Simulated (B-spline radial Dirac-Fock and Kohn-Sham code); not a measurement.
Sc⁺: eigenvalues, ΔSCF and the reference

System: the Sc⁺ ion in the configuration [Ar] 3d2 (not the ground configuration).

The density-functional columns are spherical, spin-unpolarised Dirac-Kohn-Sham results without Breit or QED terms: −ε is minus the orbital energy of the initial state and ΔSCF the difference of two total energies. The reference in the last column comes from multi-electron Dirac-Fock with separately optimised hole states, Breit and Lamb-shift corrections added in first order. All numbers are from a B-spline atomic structure program, in eV; a selection of levels is shown. The Kohn-Sham columns are given as differences from the reference.

```
level  PBE −ε − DF  PBE ΔSCF − DF  Dirac-Fock
    K       -102.7          +19.5      4502.4
   L1        -35.1          -15.1       511.6
   L2        -22.7           +0.8       416.3
   L3        -22.9           +0.4       411.8
   M1        -11.3           -4.3       69.13
   M2         -5.8           +0.9       42.80
   M3         -5.8           +0.8       42.32
 M4,5         -3.6           +1.5       10.54
```

Values without a named source are computed, but for edge energies of neutral atoms, which are taken from tables.
